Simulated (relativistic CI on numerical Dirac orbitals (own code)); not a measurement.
# How well does a small relativistic CI reproduce Mo5+?

Calculated at this level of theory: Dirac-Coulomb-Breit CI, KLI orbitals optimised for each configuration, model QED (radiative potential, 1s self-energy scaled to tabulated hydrogen-like ionisation energies), valence Slater integrals scaled by 0.85, P86 correlation energy added to each configuration (own radial code, finite nucleus).

Configuration list (outside the closed core [Ar] 3d10): 4s²4p⁶4d, 4s²4p⁶5s, 4s²4p⁶4f, 4s²4p⁶5p, 4s²4p⁵4d², 4s²4p⁶5d, 4s²4p⁶6s, 4s²4p⁶6p, 4s4p⁶4d², 4s²4p⁵4d4f, 4s²4p⁶5f, 4s²4p⁶6d, 4s²4p⁶5g, 4s²4p⁶7s, 4s²4p⁶7p. Double excitations out of closed p, d and f shells are left out; levels of such configurations are missing from the list, as are those of other unlisted configurations, and high levels can miss mixing partners.

| Configuration | Term (tabulated) | J | Measured (cm⁻¹) | Computed | Error | Purity (%) |
| --- | --- | --- | --- | --- | --- | --- |
| 4s²4p⁶4d | 2D | 3/2 | 0.0 | 0 | 0 | 99 |
| 4s²4p⁶4d | 2D | 5/2 | 2584.3 | 2447 | -137 | 99 |
| 4s²4p⁶5s | 2S | 1/2 | 119727.3 | 128700 | 8973 | 100 |
| 4s²4p⁶5p | 2P° | 1/2 | 182405.5 | 190577 | 8171 | 100 |
| 4s²4p⁶5p | 2P° | 3/2 | 187882.8 | 195263 | 7381 | 100 |
| 4s²4p⁶4f | 2F° | 5/2 | 267048.8 | 279180 | 12131 | 85 |
| 4s²4p⁶4f | 2F° | 7/2 | 267458.4 | 279682 | 12223 | 86 |
| 4s²4p⁶6s | 2S | 1/2 | 313809.1 | 318845 | 5036 | 100 |
| 4s²4p⁶5f | 2F° | 5/2 | 365106.6 | 373921 | 8815 | 59 |
| 4s²4p⁶5f | 2F° | 7/2 | 368206.3 | 376566 | 8360 | 70 |
| 4s²4p⁶5g | 2G | 7/2 | 395184.6 | 401251 | 6066 | 100 |
| 4s²4p⁶5g | 2G | 9/2 | 395186.7 | 401254 | 6067 | 100 |
| 4s²4p⁶7s | 2S | 1/2 | 400769.5 | 404788 | 4018 | 100 |

Measured levels from Sugar and Musgrove, J. Phys. Chem. Ref. Data 17, 155 (1988); pairs were made by configuration, J and term (by order where the table uses no LS term), so strongly mixed levels may be paired wrongly.

Mean error by configuration (cm⁻¹): 4s²4p⁶4d -137; 4s²4p⁶5s 8973; 4s²4p⁶5p 7776; 4s²4p⁶4f 12177; 4s²4p⁶6s 5036; 4s²4p⁶5f 8587; 4s²4p⁶5g 6067; 4s²4p⁶7s 4018. Over the excited levels the mean absolute error is 7282 cm⁻¹ (12 of the 23 excited levels that our extract of the source holds in range could be paired, and the others can miss by more), and the median relative error of those above 1,000 cm⁻¹ is 3.2 %.
